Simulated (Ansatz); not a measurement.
`C=N[SiH2][AlH][SiH3]` and `C=N[SiH2]N[SiH3]` differ in one atom or group.

Ansatz, PBE0-D4/def2-TZVP geometries, multiplicity 1. Each molecule was computed in one conformer, which needn't be the lowest.

| property | `C=N[SiH2][AlH][SiH3]` |
| --- | --- |
| LUMO energy (ωB97M-V/def2-TZVPP) / eV | -0.68 |
| HOMO–LUMO gap (PBE0/def2-TZVPP) / eV | 4.76 |
| HOMO–LUMO gap (PBE/def2-TZVPP) / eV | 2.65 |
| HOMO energy (PBE0/def2-TZVPP) / eV | -7.10 |
| size of the dipole moment (PBE/def2-TZVPP) / D | 1.06 |
| HOMO energy (B3LYP/def2-TZVPP) / eV | -6.91 |

Task: What does the change do to each property? (An estimate is asked.)

Result: The calculation gave: 
```tsv
property	`C=N[SiH2]N[SiH3]`	shift
LUMO energy (ωB97M-V/def2-TZVPP) / eV	1.23	1.91
HOMO–LUMO gap (PBE0/def2-TZVPP) / eV	6.15	1.39
HOMO–LUMO gap (PBE/def2-TZVPP) / eV	3.64	0.99
HOMO energy (PBE0/def2-TZVPP) / eV	-7.08	0.02
size of the dipole moment (PBE/def2-TZVPP) / D	0.34	-0.72
HOMO energy (B3LYP/def2-TZVPP) / eV	-6.88	0.03
```

Dipoles are sizes alone; their direction can turn.

B3LYP here is the variant with VWN-RPA as its local correlation; programs differ in this.
